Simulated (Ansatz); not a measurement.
C2H8InNO2 (`C[N](C)[In]([OH])[OH]`). Total charge 0; spin multiplicity 1. In: def2 effective core potential.

Z-matrix (Å, degrees):
```
C
N 1 1.437
H 1 1.101 2 111.5
H 1 1.093 2 111.4 3 -119.8
H 1 1.101 2 112.0 3 119.9
C 2 1.440 1 113.6 3 -59.8
In 2 1.995 1 123.9 3 124.0
H 6 1.101 2 111.8 1 -59.9
H 6 1.101 2 111.3 1 59.9
H 6 1.092 2 111.2 1 179.8
O 7 1.976 2 119.1 1 178.3
O 7 1.984 2 125.4 1 -3.0
H 11 0.960 7 111.6 2 179.0
H 12 0.960 7 113.4 2 1.1
```

**Question.** What are the harmonic wavenumbers in cm⁻¹ at PBE0-D4/def2-TZVP (Ansatz, finite differences of forces, unscaled)? (Estimate.)

**Answer.** Computed: 25, 63, 66, 117, 119, 216, 231, 237, 254, 286, 295, 528, 598, 611, 800, 831, 1011, 1094, 1119, 1150, 1245, 1294, 1444, 1463, 1468, 1473, 1500, 1516, 2963, 2969, 2996, 3007, 3094, 3113, 3890, 3894.

**Question.** Is this a minimum?

**Answer.** Yes, all 36 modes are real.

**Question.** Give the ideal-gas thermochemistry at 298.15 K and 1 bar (rigid rotor, harmonic oscillator; point group Cs, symmetry number 1).

**Answer.** Zero-point energy 281.0 kJ/mol; H(298) − E = 311.0 kJ/mol; entropy 434.1 J/(mol·K), of which translation 174.5, rotation 118.7, vibration 140.9; G(298) − E = 181.5 kJ/mol. Modes under 100 cm⁻¹ are hindered rotations or soft bends, so the harmonic entropy is rough.
